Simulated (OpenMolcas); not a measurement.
Computed levels of 5d3 in ions with 71 electrons, in cm-1 above 4F 3/2.

```yaml
Program: OpenMolcas 26.06
Method: RASSCF
Basis: ANO-RCC-VTZP
Scalar_Hamiltonian: DKH2, point nucleus
Spin-orbit_coupling: state interaction with AMFI integrals over the reference wave functions, term energies averaged over their components
```

Active space for each ion: 9 electrons in 8 orbitals (RAS1 5p, at most 2 holes; RAS2 5d).

| Level | Re4+ | Ir6+ | Pt7+ |
| --- | --- | --- | --- |
| 4F 5/2 | 4927 | 8489 | 10535 |
| 4F 7/2 | 9399 | 15079 | 18147 |
| 4P 1/2 | 16634 | 21635 | 24379 |
| 2G 7/2 | 21798 | 30001 | 34590 |
| 2H 9/2 | 22858 | 31562 | 36503 |
| 4P 5/2 | 23017 | 31501 | 36046 |
| 2P 1/2 | 27467 | 37668 | 43248 |
| 2H 11/2 | 31149 | 42110 | 48031 |
| 2D 5/2(1) | 32301 | 44053 | 50367 |

Question: Estimate 4F 7/2, 4P 1/2, 2G 7/2 for Os5+ from its neighbours Re4+ and Ir6+.

Answer: 4F 7/2 is fine structure, which grows about as the fourth power of a screened charge, so the fourth roots are averaged: ((9399^0.25 + 15079^0.25) / 2)^4 = 11988. The calculation gives 12057, so the estimate is off by -0.6 %; the measured value is 11444 (the list in Brasseur, Palmeri and Quinet, Atoms 13, 11 (2025)).
4P 1/2 is another term, which grows about linearly with the charge: (16634 + 21635) / 2 = 19134. The calculation gives 18935, so the estimate is off by +1.1 %; the measured value is 16772 (the list in Brasseur, Palmeri and Quinet, Atoms 13, 11 (2025)).
2G 7/2 is another term, which grows about linearly with the charge: (21798 + 30001) / 2 = 25900. The calculation gives 25547, so the estimate is off by +1.4 %; the measured value is 22920 (the list in Brasseur, Palmeri and Quinet, Atoms 13, 11 (2025)).

Mixed levels, with the weight of the term that names them: Re4+ 4P 1/2 (75 %), Re4+ 2H 9/2 (55 %), Re4+ 2P 1/2 (75 %), Os5+ 4P 1/2 (72 %), Os5+ 2H 9/2 (56 %), Os5+ 2P 1/2 (72 %), Ir6+ 4P 1/2 (71 %), Ir6+ 2H 9/2 (56 %), Ir6+ 2P 1/2 (71 %), Pt7+ 4P 1/2 (69 %), Pt7+ 2H 9/2 (55 %), Pt7+ 2P 1/2 (69 %).

Without dynamic correlation excited terms often stand tens of per cent too high (terms of higher spin than the ground term too low), and those without a measured partner can miss by more than the paired ones. Active for correlation alone: 5p; no level in the range computed is led by a configuration that opens it, so any true level of that kind is missing. Measured partners are found by configuration, term and J. A level has none where our copy of the source lacks it or the pairing is in doubt (some pairs that miss far off the trend of their configuration count as doubtful), and it then counts in no deviation. Only configurations of the active space appear.

A number in round brackets counts repeated terms of one configuration in the order of the reference energies.
